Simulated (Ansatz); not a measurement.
Total energies of CH6BFSSi (`C[SiH](F)BS`).

```xyz
11

C     0.964    0.970   -0.669
Si    0.132   -0.696   -0.613
F    -0.465   -1.001   -2.078
B    -1.334   -0.834    0.751
S    -1.369    0.100    2.245
H     1.481    1.177    0.272
H     0.244    1.773   -0.847
H     1.710    0.997   -1.466
H     1.154   -1.749   -0.338
H    -2.255   -1.588    0.649
H    -0.262    0.852    2.094
```

Charge 0, multiplicity 1. Geometry: relaxed with PBE0-D4/def2-TZVP. It is one conformer, not always the lowest. Basis def2-TZVPP, Ansatz 0.2.0.

RPA on PBE orbitals: Hartree–Fock energy of these orbitals -852.07152 Eh, correlation -1.39422 Eh (frozen core).

```
             functional                                       kind  energy without D4 (Eh)  D4 term (kJ/mol)
            LDA (SPW92)                                        LDA              -850.41958                 –
                    PBE                                        GGA              -853.75136             -24.0
                 revPBE                                        GGA              -854.08272             -68.2
                   BLYP                                        GGA              -854.21745             -51.9
                 r2SCAN                                   meta-GGA              -854.13747              -6.0
                 B97M-V                         meta-GGA with VV10              -854.07867                 –
                   PBE0         global hybrid, 25 % exact exchange              -853.82986             -20.5
                  B3LYP                        global hybrid, 20 %              -854.32354             -38.7
                r2SCANh                      meta-GGA hybrid, 10 %              -854.12708              -6.4
                r2SCAN0                      meta-GGA hybrid, 25 %              -854.11268              -7.1
HSE06 (plane-wave form)                            screened hybrid              -853.80713             -19.2
                  BHLYP                        global hybrid, 50 %              -854.20013             -30.7
              CAM-B3LYP                     range-separated hybrid              -854.22678             -21.0
                LC-ωPBE                long-range corrected hybrid              -853.96928                 –
                ωB97X-V       range-separated hybrid GGA with VV10              -854.11894                 –
                ωB97M-V  range-separated hybrid meta-GGA with VV10              -854.16407                 –
                 B2PLYP                              double hybrid              -853.90807                 –
               PBE-QIDH                              double hybrid              -853.63995                 –
```

B3LYP takes the VWN-RPA correlation (the form of Gaussian; ORCA's B3LYP/G). HSE06 is the plane-wave form, built on full-range PBE exchange. The double hybrids freeze the cores in their second-order part.

LC-ωPBE has ω = 0.4 bohr⁻¹.
